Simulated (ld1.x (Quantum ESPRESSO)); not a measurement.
## Building the TM potential for iron (Fe) (PBE, non-relativistic).

iron, norm-conserving Troullier–Martins (Kleinman–Bylander form), made with ld1.x (Quantum ESPRESSO) 7.5 (PBE, non-relativistic). Core [Ar], reference 3d6 4s2 4p0. Waves: 4p (bound, empty): rc 2.60 bohr; 3d (bound): rc 1.10 bohr; 4s (bound): rc 1.80 bohr. Local part: the s channel. Core correction: none.

Problem. Does the generator finish with these settings?

Solution. Yes, a potential is produced and its reference levels are reproduced.

Problem. Estimate the cutoffs (Ry, on a coarse ladder) from which the occupation-weighted sum of valence levels, in a spherical-Bessel basis at the reference potential, stays within 10 and 1 mRy of its value at 400 Ry.

Solution. 180 Ry and 260 Ry.

Problem. What does a ghost test show?

Solution. No extra level below or beside the all-electron valence levels (p, d, s, f tested).

Problem. Which valence shell sets the plane-wave cutoff?

Solution. 3d: its level needs 180 Ry to come within 1 mRy, against 35 Ry for 4s.

Its largest configuration-test error is +90 meV (3d6 4s0 4p0). 3 of 7 tests not solved or not reliable. Not counted: 3d5 4s0 4p0 (solver errors, printed error -182 meV); 3d5 4s2 4p1 (solver errors, printed error -408 meV).
